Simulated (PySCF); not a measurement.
Compound: methyldichlorosilane, CH₄Cl₂Si.
Atom-mapped SMILES: `[CH3:1][SiH:2]([Cl:3])[Cl:4]` (hydrogens: H5, H6, H7 on C1; H8 on Si2)

Structure used (PBE0-D3(BJ)/def2-SVP), in Å, numbered top down from 1:
```
atom  x, y, z in Å
C1    -1.0053   -0.2227   -0.0538
Si2    0.7936    0.1693    0.1677
Cl3    1.9277   -1.2123   -0.8655
Cl4    1.1940    2.0494   -0.5858
H5    -1.2777   -0.1874   -1.1191
H6    -1.2222   -1.2317    0.3300
H7    -1.6257    0.5045    0.4923
H8     1.2338    0.1498    1.5851
```

Jobs on this species (8 atoms, 58 electrons) with PySCF (density fitting). Hardware of each: one thread of an Arm Neoverse V1, no GPU (shared host). Other jobs ran on the host; a repeat could differ by tens of per cent or more.

Question: Rank these jobs by wall time, shortest first.
A. HF/pcSseg-2; shieldings; 221 basis functions
B. CAM-B3LYP/def2-SVPD; 10 singlets by full TDDFT, 4 Tamm–Dancoff triplets, polarisability, ΔSCF ions, density and orbital grids written; 130 basis functions
C. B97-D/pcSseg-2; shieldings; 221 basis functions

Answer: A (9.5 s), C (21 s), B (48 s).

All jobs:

```
 level and settings                                                                                                              work  basis functions  SCF cycles  wall time
        HF/pcSseg-2                                                                                                        shieldings              221           9      9.5 s
    B3LYP/def2-TZVP                                                                       spin–spin couplings from 6 perturbed nuclei              166          12       20 s
     B97-D/pcSseg-2                                                                                                        shieldings              221          13       21 s
      BP86/pcSseg-2                                                                                                        shieldings              221          13       21 s
       KT3/pcSseg-2                                                                                                        shieldings              221          14       22 s
       KT2/pcSseg-2                                                                                                        shieldings              221          15       23 s
      B3LYP/cc-pVTZ                                                                       spin–spin couplings from 6 perturbed nuclei              188          12       25 s
CAM-B3LYP/def2-SVPD  10 singlets by full TDDFT, 4 Tamm–Dancoff triplets, polarisability, ΔSCF ions, density and orbital grids written              130          11       48 s
B3LYP/aug-cc-pVTZ-J                                                                       spin–spin couplings from 6 perturbed nuclei              330          13       57 s
```

What do all jobs in the table cost together?

About 4.1 min; the longest takes about 23 % of that, and about 6 times as long as the shortest.
